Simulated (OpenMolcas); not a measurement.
Pr3+ among 8 point charges of -0.5 e arranged as a square antiprism (D4d), 2.59 Å from the ion, with a polar angle of 51.0° against the regular 57.3°.

* Program: OpenMolcas 26.06
* Method: CASSCF
* Basis: ANO-RCC-VDZP [7s6p4d2f1g]
* Scalar Hamiltonian: DKH2, point nucleus
* Active space: 2 electrons in 7 orbitals (4f)
* State averaging: 2S+1 = 3 even, 21 roots; 2S+1 = 1 even, 27 roots kept (CI in the orbitals of an earlier block)
* Spin-orbit coupling: RASSI with atomic mean-field integrals over the reference wave functions

(1) What is the spin-free ground state?

(2) Where is the first state of the same spin?

(3) What are the lowest two levels with spin-orbit coupling?

(4) What is χT at 300 K, and how does it compare with the textbook value?

## Answers

(1) A state of multiplicity 3, 2-fold in its orbital part, 100 % from free-ion H terms; it has the highest spin that f2 allows.

(2) A 2-fold state lies at 6.29 cm-1 above the ground state.

(3) A 2-fold level with g = 0.00, 0.00, 6.43, then a 2-fold level 20.8 cm-1 above it. Their leading multiplicities are 3 (98 %) and 3 (97 %).

(4) Hund's rules give f2 the level 3H4 with g = 0.800, so an isolated free-ion multiplet has χT = g² J(J+1) / 8 = 1.600 cm3 K/mol. The computed 1.637 at 300 K differs by +2 %, through the field's splitting, the mixing of terms and any other multiplet in reach.

Point charges carry no covalency, so the field is a model and not that of real ligands. An unlabelled pair can be two single states that coincide in this model. The first state left out of the spin-orbit step lies near 62000 cm-1 above the lowest spin-free state of the reference (among the parities and spins computed), and the lists stop at four fifths of that energy or lower. No measured value stands beside these numbers.

With an even number of electrons the g values are those of a degenerate or nearly degenerate non-Kramers pair.
